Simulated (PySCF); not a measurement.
(1Z,3Z)-1,4-dichlorobuta-1,3-diene (C4H4Cl2), SMILES C(=C/Cl)/C=C\Cl. Heavy atoms are numbered as in [Cl:1]/[CH:2]=[CH:3]\[CH:4]=[CH:5]/[Cl:6]. Hydrogens are named by the atom that carries them.

Coordinates come from a B3LYP-D3(BJ)/def2-SVP optimisation. The values are those of a single conformer.

These are PBE/pcSseg-1 (PySCF) values and carry that method's errors.

GIAO shieldings, no solvent; atoms alike by connectivity are averaged. δ = σ(ref) − σ: ³⁵Cl against HCl (σ = 936.5 ppm); ¹³C against TMS (σ = 182.0 ppm); ¹H against TMS (σ = 31.49 ppm), references at their B3LYP-D3(BJ)/def2-TZVP geometries, non-relativistic (without spin–orbit terms, shifts of atoms bonded to Cl or Br come out too high).

```csv
nucleus,atoms,count,δ (ppm)
³⁵Cl,Cl1,2,240.1
¹³C,C2 (CH),2,137.9
¹³C,C3 (CH),2,131.0
¹H,H on C3,2,7.07
¹H,H on C2,2,6.42
```
